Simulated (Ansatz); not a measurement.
System: C₂H₅Ga, charge 0, singlet. C2H5Ga (SMILES C=[CH][GaH2]).
B3LYP-D3(BJ)/def2-TZVP minimum from Ansatz (a program for electronic structure):
```xyz
8

Ga    -0.0576     0.1089     0.7349
H     -0.8440     1.4693     0.8029
H      0.3875    -0.6443     2.0390
C      0.3400    -0.6009    -1.0479
C     -0.0426     0.0466    -2.1511
H      0.8801    -1.5364    -1.1725
H      0.1652    -0.3253    -3.1512
H     -0.5856     0.9860    -2.1049
```

Total energies in hartree (Ansatz). Open shells are spin-unrestricted; no spin-orbit coupling. Cores are frozen in correlated methods (noble-gas shells, and filled d and f shells in the p block). No relativity. For partners of very few electrons the exact lower level stands in for a higher one.

| species | HF/cc-pVTZ | CCSD(T)/cc-pVTZ | HF/cc-pVQZ | CCSD(T)/cc-pVQZ | CCSD(T)/cc-pVDZ | CCSDT(Q)/cc-pVDZ |
|---|---|---|---|---|---|---|
| 1: C2H5Ga (SMILES C=[CH][GaH2]) | -2001.91584 | -2002.37521 | -2001.92447 | -2002.40538 | -2002.20851 | -2002.21022 |
| 2: Ga (doublet) | -1923.26189 | -1923.30928 | -1923.26422 | -1923.31345 | -1923.23626 | -1923.23650 |
| 3: H (doublet) | -0.49981 | -0.49981 | -0.49995 | -0.49995 | -0.49928 | -0.49928 |
| 4: C (triplet) | -37.69157 | -37.78076 | -37.69331 | -37.78654 | -37.76038 | -37.76071 |

Work out the atomisation energy (electronic, to ground-state atoms) in kcal/mol: take Hartree-Fock from cc-pVQZ, extrapolate the CCSD(T) correlation energy as X^-3 (X = 3, 4), and add CCSDT(Q) - CCSD(T) in cc-pVDZ. 1 hartree = 627.51 kcal/mol.


Species 1: correlation (64·(-0.48091) - 27·(-0.45937))/37 = -0.49663; step -0.00171; E1 = -2001.92447 + (-0.49663) + (-0.00171) = -2002.42281
Species 2: correlation (64·(-0.04923) - 27·(-0.04739))/37 = -0.05057; step -0.00024; E2 = -1923.26422 + (-0.05057) + (-0.00024) = -1923.31503
Species 3: correlation (64·(0.00000) - 27·(0.00000))/37 = 0.00000; step +0.00000; E3 = -0.49995 + (0.00000) + (+0.00000) = -0.49995
Species 4: correlation (64·(-0.09323) - 27·(-0.08919))/37 = -0.09618; step -0.00033; E4 = -37.69331 + (-0.09618) + (-0.00033) = -37.78982
-1·E1 +1·E2 +5·E3 +2·E4 = 1.02839 hartree = 645.3 kcal/mol.
